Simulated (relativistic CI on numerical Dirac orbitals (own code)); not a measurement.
## Pd²⁺: resonant inelastic scattering at the L2,3 edge

Computed with this model: Dirac-Coulomb-Breit CI, separate exchange-only KLI orbitals for each configuration, a model potential for QED, Kramers-Heisenberg scattering through one core-hole configuration in a parametric crystal field, unscaled Slater integrals; configurations [Kr] 4d8 → [He] 2s2 2p5 3s2 3p6 3d10 4s2 4p6 4d9; 10 K; core-hole width 0.96 eV; summed over polarisations. Incident energies are the highest absorption maxima for each field (at most a few, so the weaker spin-orbit partner edge can be absent), on the computed scale of the free ion. Intensities are in per cent of the strongest line above 0.02 eV; levels within 1 cm⁻¹ are merged; final levels count from the ground level, the first row holds all elastic scattering, lines under 0.4 are left out and each table stops after 24 rows. The scale of the Slater integrals is a model choice and moves the terms in proportion.

Field parameters in Wybourne normalisation: Oh B⁴₀ = 21Dq, B⁴₄ = √(5/14) B⁴₀. The field is a parameter set, without covalency.

S is read from ⟨S²⟩ = S(S + 1).

Oh, 10Dq = 4700 cm⁻¹:

| Final level (eV) | Degeneracy | Irrep | S | 3175.3 eV |
| --- | --- | --- | --- | --- |
| 0.000 | 3 | T2 | 1.00 | 457.8 |
| 0.498 | 2 | E | 0.99 | 56.0 |
| 0.558 | 3 | T1 | 1.00 | 68.3 |
| 0.749 | 3 | T2 | 0.99 | 100.0 |
| 0.780 | 1 | A2 | 1.00 | 18.1 |
| 0.834 | 1 | A1 | 0.99 | 9.2 |
| 1.055 | 3 | T1 | 1.00 | 11.8 |
| 1.233 | 2 | E | 0.88 | 4.8 |
| 1.282 | 3 | T2 | 0.99 | 7.4 |
| 1.936 | 2 | E | 0.38 | 5.0 |
| 2.179 | 3 | T2 | 0.57 | 34.2 |
| 2.572 | 2 | E | 0.93 | 27.1 |
| 2.691 | 3 | T1 | 1.00 | 2.2 |
| 2.713 | 1 | A1 | 0.92 | 0.8 |
| 2.750 | 3 | T2 | 0.69 | 23.5 |
| 2.860 | 1 | A1 | 0.19 | 2.3 |
| 3.043 | 3 | T1 | 0.02 | 6.8 |
| 3.405 | 2 | E | 0.03 | 0.9 |
| 3.464 | 3 | T2 | 0.02 | 1.5 |
| 6.794 | 1 | A1 | 0.03 | 0.7 |

Oh, 10Dq = 10650 cm⁻¹:

```
Final level (eV)  Degeneracy  Irrep     S  3175.7 eV  3333.3 eV
           0.000           3     T2  1.00      286.1       24.8
           1.203           2      E  0.95       44.7        0.7
           1.288           3     T1  1.00       64.0       14.3
           1.419           3     T2  0.99      100.0       26.8
           1.469           1     A2  1.00       20.8        4.2
           1.779           2      E  0.37        4.4       10.1
           1.945           1     A1  0.98        4.6        2.3
           2.124           3     T1  1.00        6.1       13.5
           2.320           3     T2  1.00       24.1        9.1
           2.470           2      E  0.87       18.8       14.3
           3.013           3     T2  0.33       18.5        8.1
           3.105           1     A1  0.08        3.5       15.1
           3.600           2      E  1.00       15.1        4.7
           3.662           3     T1  0.76        2.0       17.1
           3.724           1     A1  0.98        0.3        3.0
           3.724           3     T2  0.85       16.1        6.0
           3.766           3     T1  0.46        7.5       16.8
           4.772           2      E  0.02        0.4        0.9
           4.817           3     T2  0.03        0.2        1.4
           7.919           1     A1  0.02        0.6        0.7
```

For the first field the strongest loss at the lowest incident energy is the level at 0.75 eV (S = 0.99, against 1.00 in the thermal ground state).
